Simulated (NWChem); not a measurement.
System: CAuO cation; SMILES [O+]#[C-]->[Au+]

The spin multiplicity was typed, not searched, and may not be the lowest. def2 effective core potentials on Au; no spin-orbit coupling.

### Question
Give the equilibrium geometry at PBE-D3(BJ)/def2-SVP with def2 effective core potentials on Au (NWChem) as a list of bonds and angles, with the point group.

### Answer
point group C*v; any orientation.
Bonded distances (Å): Au1–C3 1.907, O2–C3 1.135. Angles (°): Au1–C3–O2 180.0.
